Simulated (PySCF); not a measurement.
# Computed spin Hamiltonian

Compound: C₃H₁₀FOSi₂ (doublet state).
Cartesian coordinates in Å at the GFN2-xTB level; atoms count from 1:
```xyz
17
C3H10FOSi2 angstrom
C     -0.9576   -1.0792   -0.7935
C     -0.9507    0.3749   -0.6935
C     -2.3124    0.9773   -0.3612
Si     0.3268    0.7680    0.7103
O      1.7755    0.1327    0.3358
Si     2.8026   -0.9105   -0.3280
F      2.5890   -0.8662   -1.9186
H     -0.2514   -1.5902   -1.4176
H     -1.6174   -1.6633   -0.1810
H     -0.5673    0.8170   -1.6177
H     -3.0203    0.7812   -1.1654
H     -2.2359    2.0536   -0.2233
H     -2.7085    0.5434    0.5539
H     -0.1001    0.1313    1.9538
H      0.6084    2.1971    0.8448
H      2.4845   -2.2684    0.0679
H      4.1280   -0.3866   -0.0708
```

The hyperfine couplings belong to this conformer and change with its torsions.

Identity: `[CH2][C@@H](C)[SiH2]O[SiH2]F` [radical].

Method: UKS B3LYP, pcH-1 on C F H O Si, non-relativistic, mean-field spin-orbit, GIAO (PySCF). Isolated species at its GFN2-xTB geometry (one conformer only). A GFN2-xTB geometry isn't a minimum of the functional, and hyperfine couplings can be far from their values at a DFT geometry. The SCF solution wasn't tested for stability.

```
g1, g2, g3                      : 2.00198, 2.00245, 2.00331
g_iso                           : 2.00258
Form of g                       : rhombic: the two nearest values differ by 35 % of g3 − g1
⟨S²⟩                            : 0.7541 (exact 0.7500)
HOMO–LUMO gap, α and β orbitals : 5.83, 6.39 eV
Total energy                    : -874.52553 Eh
Basis functions                 : 295
```

Isotropic coupling and dipolar principal values T1 to T3, in G (MHz turned into gauss with g_iso; 10 G = 1 mT):

```csv
atom,isotope,a_iso,of which spin–orbit,T1,T2,T3,Mulliken spin population
C1,13C,28.7,0.0,-26.7,-26.4,53.2,1.00
C2,13C,-9.8,0.0,-1.6,-0.1,1.7,-0.07
C3,13C,11.4,0.0,-1.0,-0.7,1.7,0.02
Si4,29Si,-53.9,0.1,-8.2,3.7,4.5,0.08
O5,17O,0.2,0.0,-0.2,0.1,0.2,0.00
Si6,29Si,-0.3,0.0,-0.2,0.0,0.2,0.00
F7,19F,1.6,0.0,-0.8,-0.7,1.5,0.00
H8,1H,-21.4,0.0,-13.0,0.2,12.8,-0.04
H9,1H,-21.2,0.0,-13.0,0.2,12.8,-0.04
H10,1H,15.9,0.0,-1.6,-1.3,2.9,0.02
H11,1H,0.9,0.0,-1.4,-0.8,2.1,0.01
H12,1H,-0.4,0.0,-0.9,-0.6,1.5,0.00
H13,1H,0.3,0.0,-1.1,-1.0,2.0,0.00
H14,1H,-1.2,0.0,-1.2,-0.5,1.7,0.00
H15,1H,15.7,0.0,-0.8,-0.3,1.2,0.03
H16,1H,0.3,0.0,-0.6,-0.5,1.0,0.00
H17,1H,0.2,0.0,-0.2,-0.2,0.4,0.00
```

The largest Mulliken spin populations are on C1 (+1.00), Si4 (+0.08) and C2 (-0.07). C1 is the only atom above +0.15. The positive populations add up to 1.16 and the negative ones to -0.16, together 2S = 1. The angles at C1 add up to 359.8°, so it is planar; its axial dipolar tensor and the negative couplings of its protons fit spin in a p orbital normal to that plane.

Under fast tumbling the dipolar parts average out, and these isotropic splittings remain: 2 × 1H (H8/H9, I = 1/2, 3 lines) with 2.13 mT, 1 × 1H (H10, I = 1/2, 2 lines) with 1.59 mT, 1 × 1H (H15, I = 1/2, 2 lines) with 1.57 mT, 1 × 19F (F7, I = 1/2, 2 lines) with 0.16 mT and 1 × 1H (H14, I = 1/2, 2 lines) with 0.12 mT.

Means are taken over nuclei equivalent by connectivity, which assumes that they swap fast.

The 13C coupling of C1 (80.4 MHz) shows only in satellite lines or after enrichment, since that isotope makes up about 1.07 % of natural carbon.

The 29Si coupling of Si4 (-151.2 MHz) shows only in satellite lines or after enrichment, since that isotope makes up about 4.7 % of natural silicon.
